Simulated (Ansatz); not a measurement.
Basis-set series for CH$_{2}$BBrO (`O=CBBr`). The species carries charge 0 and has multiplicity 1. All single points use the PBE0-D4/def2-TZVP geometry. It is one conformer, not always the lowest.

```xyz
6

O     1.1802   -0.9685    0.9057
C     0.0879   -0.4888    0.7012
B    -0.1324    0.2206   -0.6911
Br   -0.3452    2.1005   -0.6849
H    -0.6903   -0.5061    1.4971
H    -0.1002   -0.3577   -1.7280
```

| functional | basis | functions | energy (Eh) | HOMO (eV) | LUMO (eV) |
| --- | --- | --- | --- | --- | --- |
| PBE0-D4 | def2-TZVPP | 169 | -2713.12884 | -7.45 | -2.56 |
| PBE0-D4 | def2-QZVPP | 320 | -2713.18889 | -7.48 | -2.59 |
| ωB97M-V | def2-TZVPP | 169 | -2713.39597 | -9.80 | -0.47 |
| ωB97M-V | def2-QZVPP | 320 | -2713.45366 | -9.83 | -0.51 |

Q: Give the rows for def2-SVP. (Best estimate.)

A: Ansatz gave: 
```tsv
functional	basis	functions	energy (Eh)	HOMO (eV)	LUMO (eV)
PBE0-D4	def2-SVP	84	-2712.65817	-7.30	-2.43
ωB97M-V	def2-SVP	84	-2712.92089	-9.63	-0.27
```

Scalar relativity is left out up to krypton.
